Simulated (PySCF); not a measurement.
Estimate the missing entries of this data sheet.

C5H15NOSi.
InChI=1S/C5H15NOSi/c1-4-5(2)8(7)6-3/h5-8H,4H2,1-3H3/t5-,8-/m1/s1

Conformer (atom-mapped SMILES and torsion angles): `[CH3:1][CH2:2][C@@H:3]([CH3:4])[Si@@H:5]([OH:6])[NH:7][CH3:8]`: C1–C2–C3–C4 64°, C2–C3–Si5–O6 -60°, C3–Si5–N7–C8 -176°, H–O6–Si5–C3 68°.

```json
{"property": "point group", "level": "PBE0-D3(BJ)/def2-SVP", "value": "?"}
{"property": "rotational constants A, B, C", "level": "PBE0-D3(BJ)/def2-SVP", "value": "2.461, 0.961, 0.821 GHz"}
{"property": "dipole moment", "level": "B3LYP/def2-SVPD", "value": "2.18 D"}
{"property": "HOMO energy", "level": "B3LYP/def2-SVPD", "value": "?"}
{"property": "LUMO energy", "level": "B3LYP/def2-SVPD", "value": "0.06 eV"}
{"property": "lowest singlet excitation", "level": "TDDFT B3LYP/def2-SVPD", "value": "?"}
{"property": "strongest line among the 10 lowest singlet transitions", "level": "TDDFT B3LYP/def2-SVPD", "value": "?"}
{"property": "lowest triplet excitation (Tamm–Dancoff)", "level": "TDA B3LYP/def2-SVPD", "value": "?"}
{"property": "static isotropic polarisability", "level": "B3LYP/def2-SVPD", "value": "101.2 au"}
{"property": "vertical ionisation energy", "level": "ΔSCF B3LYP/def2-SVPD", "value": "8.71 eV"}
{"property": "electronic spatial extent ⟨r²⟩ about the centre of nuclear charge", "level": "B3LYP/def2-SVPD", "value": "1588 bohr²"}
{"property": "13C chemical shifts (computed TMS as zero) by class", "level": "GIAO PBE0/pcSseg-1", "value": "28.8 (1 C), 24.6 (1 C), 22.9 (1 C), 14.2 (1 C), 12.7 (1 C) ppm"}
{"property": "1H chemical shifts (computed TMS as zero) by class", "level": "GIAO PBE0/pcSseg-1", "value": "4.66 (1 H), 2.65 (3 H), 1.42 (1 H), 0.99 (3 H), 0.96 (3 H), 0.79 (1 H), 0.44 (1 H), -0.07 (1 H), -0.15 (1 H) ppm"}
{"property": "isotropic shieldings of nuclei other than C and H, by class", "level": "GIAO PBE0/pcSseg-1", "value": "232 (1 N), 304 (1 O), 361 (1 Si) ppm"}
{"property": "core binding energies", "level": "ΔSCF SCAN, pcX-2 on the ionised atom, pcseg-1 elsewhere, spin-free X2C, 2p3/2 from a spin–orbit splitting computed afterwards within the 2p shell", "value": "Si2p3/2 106.6, C1s 289.8, C1s 290.3, C1s 290.4, C1s 290.4, C1s 291.5, N1s 404.2, O1s 538.0, Si1s 1846.6 eV"}
```

Electronic properties: PySCF, gas phase, density fitting. Geometry: PBE0-D3(BJ)/def2-SVP, one conformer, isolated molecule. NMR classes are plain means over equivalent atoms (diastereotopic ones count apart unless rotation or inversion swaps them), as if these changed places fast; in this geometry the members of some classes differ.

Task: What is the lowest singlet excitation?

Result: 5.71 eV (217 nm, f = 0.009).

Task: Give the point group.

Result: C1.

Task: What is the lowest triplet excitation (Tamm–Dancoff)?

Result: 5.53 eV.

Task: Give the HOMO energy.

Result: -6.56 eV.

Task: What is the strongest line among the 10 lowest singlet transitions?

Result: S5 at 6.89 eV (180 nm, f = 0.038).

 The 10 singlets span 5.71 to 7.55 eV, and their oscillator strengths add up to 0.12. The rotational constants make it an asymmetric top with κ = (2B − A − C)/(A − C) = -0.83, nearer the prolate limit (−1). With B = h/(8π²I), that is 505.379 GHz u Å² over I, the principal moments of inertia are 205.4, 525.8 and 615.8 u Å² (most abundant isotopes).
